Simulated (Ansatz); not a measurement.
`[SiH]S` + `F[Si]N([SiH3])[SiH3]` → `[SiH3]N([SiH3])[Si]S` + `F[SiH]`  (redistribution)

Computed with Ansatz on PBE0-D4/def2-TZVP structures; ΔE is electronic, products minus reactants. CCSD(T)/CBS is the MP2 limit (def2-TZVPP, def2-QZVPP) plus CCSD(T) − MP2 in def2-TZVPP, frozen cores. This one scheme is used for every species. DFT in def2-TZVPP. One conformer a species, not always the lowest.

| level | ΔE (kJ/mol) |
| --- | --- |
| CAM-B3LYP-D4 | 57.6 |
| B2PLYP | 59.7 |
| r2SCAN | 64.1 |
| PBE0 | 61.1 |
| r2SCANh | 63.9 |
| BHLYP | 63.0 |
| MP2/def2-SVP | 63.1 |
| MP2/CBS(def2) | 54.4 |

(1) What does CCSD(T)/CBS give? (Estimate.)

Largest T1 diagnostic among the species: 0.016.

Results:

(1) Computed: +55.0 kJ/mol. The listed levels differ from it by 2.6, 4.7, 9.1, 6.1, 8.9, 8.0, 8.1, -0.6 kJ/mol.

The D4 term adds −7.4 kJ/mol with B3LYP and −4.3 kJ/mol with PBE0; it sums over pairs of atoms, weighted by their polarisabilities, and B3LYP, whose exchange is more repulsive, gets the larger term. Leaving LDA and LC-ωPBE aside and taking each functional with its dispersion term where it has one, the values, not all of them listed here, spread over 10.0 kJ/mol, from revPBE-D4 to r2SCAN-D4. In def2-TZVPP, CCSD(T) changes the Hartree–Fock value by −8.3 kJ/mol (the triples alone add −1.2 kJ/mol) and MP2 by −8.8 kJ/mol.

B3LYP here is the variant with VWN-RPA as its local correlation; programs differ in this.
